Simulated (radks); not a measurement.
Isoelectronic series with 59 electrons, all held in the configuration [Xe] 4f3 6s2, which need not be the ground one along the series. All-electron calculation, Dirac Kohn-Sham, PBEsol, spin-unpolarised, spherical densities, finite nucleus; open shells fill j = l - 1/2 first; Fermi nuclear charge, rms radius of each element as measured or else 0.836 A^(1/3) + 0.57 fm. Program: a radial shooting solver on a logarithmic mesh with Libxc functionals. Total energies (hartree) and orbital eigenvalues (hartree) (* marks an orbital that is empty in some or all of the ions):

\begin{tabular}{lrrrrr}
ion & E (hartree) & 4f7/2* & 4f5/2 & 6s1/2 & 5p3/2 \\ \hline
Pr & -9238.7225 & -0.03789 & -0.05031 & -0.12769 & -0.75649 \\
Sm3+ & -10427.3236 & -1.95973 & -1.98583 & -0.97469 & -2.22394 \\
Tb6+ & -11700.9653 & -4.74482 & -4.78811 & -2.21351 & -4.22623 \\
Er9+ & -13061.1428 & -8.21782 & -8.28326 & -3.78488 & -6.66967 \\
Lu12+ & -14510.0033 & -12.32456 & -12.41813 & -5.67002 & -9.52761 \\
W15+ & -16050.0191 & -17.03766 & -17.16631 & -7.86136 & -12.78738 \\
Ir18+ & -17683.8457 & -22.34069 & -22.51238 & -10.35646 & -16.44221 \\
Hg21+ & -19414.5873 & -28.22266 & -28.44646 & -13.15600 & -20.48839 \\
Bi24+ & -21245.7886 & -34.67571 & -34.96180 & -16.26280 & -24.92405 \\
\end{tabular}

4f7/2 drops below 6s1/2 between Pr and Sm3+. 4f7/2 drops below 5p3/2 between Sm3+ and Tb6+. 4f5/2 drops below 6s1/2 between Pr and Sm3+. 4f5/2 drops below 5p3/2 between Sm3+ and Tb6+.
